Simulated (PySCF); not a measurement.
Spinor energies of Xe+ (xenon, charge +1)

Start: [Kr] 4d10 5s2 5p5; 5p1/2 filled at m_j = -1/2, +1/2; 5p3/2 filled at m_j = -1/2, +1/2, +3/2. Calculated with PySCF 2.14 in x2c-QZVPPall-2c: generalised Hartree-Fock with the X2C-1e Hamiltonian and a Gaussian nucleus; one run each with spin-orbit coupling (SO) switched off, then screened by Boettger's factors.

| spinor shell | electrons | ε, spin-free (eV) | ε, screened SO (eV) | weight of nominal j (screened SO) | rms radius, screened SO (bohr) |
| --- | --- | --- | --- | --- | --- |
| 1s1/2 | 2 | -34738.1 | -34734.4 | 1.000 | 0.0305 |
| 2s1/2 | 2 | -5517.0 | -5515.7 | 1.000 | 0.124 |
| 2p1/2 | 2 | -4944.2 | -5170.4 | 1.000 | 0.107 |
| 2p3/2 | 4 | -4944.2 | -4842.7 | 1.000 | 0.112 |
| 3s1/2 | 2 | -1180.2 | -1179.8 | 1.000 | 0.326 |
| 3p1/2 | 2 | -990.81 | -1034.9 | 1.000 | 0.318 |
| 3p3/2 | 4 | -990.81 | -970.72 | 1.000 | 0.330 |
| 3d3/2 | 4 | -710.50 | -718.23 | 1.000 | 0.302 |
| 3d5/2 | 6 | -710.50 | -704.84 | 1.000 | 0.306 |
| 4s1/2 | 2 | -239.48 | -239.27 | 1.000 | 0.762 |
| 4p1/2 | 2 | -176.83 | -185.66 | 1.000 | 0.797 |
| 4p3/2 | 4 | -176.83 | -172.64 | 1.000 | 0.825 |
| 4d3/2 | 4 | -82.648 | -83.820 | 0.998 | 0.938 |
| 4d5/2 | 6 | -82.648 | -81.610 | 0.999 | 0.948 |
| 5s1/2 | 2 | -36.318 | -36.253 | 1.000 | 1.98 |
| 5p1/2 | 2 | -21.481 | -22.500 | 0.927 | 2.29 |
| 5p3/2 | 3 | -21.481 | -20.937 | 0.952 | 2.37 |

```csv
quantity,spin-free,screened SO
E (hartree),-7442.00986,-7444.45562
M_J,3/2,3/2
⟨J²⟩,3.764,3.764
⟨L²⟩,2.011,2.040
⟨S²⟩,0.753,0.782
```

Each row is a mean over spinors that exchange with the open shell spreads, by up to 2.679 eV (5s1/2).

Breit and QED terms are absent; they matter most for the inner s and p1/2 levels.

Densities and radii are taken from the X2C orbitals without a picture-change correction, which distorts them close to the nucleus.

Without spin-orbit coupling the j labels of p, d and f shells carry no meaning; the spin-free column gives the mean over the occupied spinors of each nl shell.
